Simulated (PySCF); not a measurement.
## How methods differ on the ionisation energy of Au⁷⁵⁺

Au⁷⁵⁺ [He] 2s2 (1S) → Au⁷⁶⁺ [He] 2s1 (2S), as a difference of total energies. All numbers are calculated (PySCF 2.14, scalar relativity by spin-free X2C-1e, in an uncontracted even-tempered set (16 s from 59 bohr⁻², ratio 2.5; 7 p from 89 bohr⁻², ratio 2.7; 5 d from 270 bohr⁻², ratio 2.7; 4 f from 400 bohr⁻², ratio 2.7)). Correlated levels: nothing frozen; virtual orbitals above 40 to 60 times the deepest correlated orbital energy dropped. The calculations carry no spin-orbit coupling.

```tsv
method	ionisation energy (eV)
UHF	22533.3
MP2 (all electrons)	22537.8
SCS-MP2 (all electrons)	22538.6
CCSD (all electrons)	22538.3
CCSD(T) (all electrons)	22538.3
```

Problem. How much does correlation contribute at CCSD(T) (all electrons)?

Solution. 22538.3 − (22533.3) = 5.0 eV, measured against UHF.

For this ion Breit and QED terms and the two-electron picture change, all absent here, outweigh the differences among the correlated methods.

For comparison: 22500 ± 100 eV (theoretical estimate listed by NIST; NIST Atomic Spectra Database, ionization energies).
